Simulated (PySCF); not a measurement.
SiAs from Hartree–Fock to correlated methods

State: ²Π (doublet), unpaired electrons π ↑. Set-up: basis Si x2c-TZVPPall, As x2c-TZVPPall; spin-free X2C with a Gaussian nucleus; PySCF 2.14. De refers to Si + As in their high-spin ground configurations, without counterpoise correction. The functionals are run spin-unrestricted. A positive dipole means Si(−)As(+).

| Level | Re (Å) | ωe (cm⁻¹) | De (eV) | μ (D) |
| --- | --- | --- | --- | --- |
| ROHF | 2.147 | 546 | 1.14 | -1.09 |
| ROHF-MP2 | 2.175 | 505 | 3.06 | n/a |
| ROHF-SCS-MP2 | 2.176 | 503 | 3.06 | n/a |
| ROHF-CCSD | 2.172 | 508 | 2.84 | n/a |
| ROHF-CCSD(T) | 2.188 | 487 | 3.10 | n/a |
| PBE | 2.199 | 475 | 3.61 | -0.52 |
| PBEsol | 2.188 | 483 | 3.87 | -0.53 |
| r²SCAN | 2.177 | 497 | 3.40 | -0.57 |
| M06-L | 2.177 | 501 | 3.74 | -0.50 |
| PBE0 | 2.170 | 508 | 3.30 | -0.64 |
| B97-3 | 2.178 | 501 | 3.47 | -0.72 |
| HSE06 | 2.173 | 504 | 3.37 | -0.64 |
| M06-2X | 2.168 | 515 | 3.39 | -0.93 |

(1) Which functional lies closest to ROHF-CCSD(T) in De, which farthest, and by how much do they differ from it?

(2) What does the step from GGA to meta-GGA do here, going from PBE to r²SCAN?

(3) What does the triples do here, going from ROHF-CCSD to ROHF-CCSD(T)?

Correlated steps freeze 14 core orbitals. Spin–orbit coupling is left out. The state is the lowest determinant that a PBE0 search found; another state may lie lower at other levels.

The whole job (state search and all levels along the bond) took about 6.2 min on 1 thread of AMD EPYC 9R45 96-Core (shared host), peak memory 2.7 GiB.

Answers

(1) Closest is PBE0 (-1.8 pm in Re, +4.3 % in ωe, +0.20 eV in De against ROHF-CCSD(T) in the same basis), farthest PBEsol (+0.0 pm in Re, -0.8 % in ωe, +0.77 eV in De). CCSD(T) converges more slowly with the basis than the functionals do and binds too weakly in this one, so the order can change at the basis-set limit.

(2) r²SCAN less PBE: -2.2 pm in Re, +4.6 % in ωe, -0.21 eV in De. 

(3) ROHF-CCSD(T) less ROHF-CCSD: +1.6 pm in Re, -4.1 % in ωe, +0.26 eV in De. Correlation nearly always deepens the well. The bond lengthens, as in strong covalent bonds, where excitations into antibonding orbitals dominate.
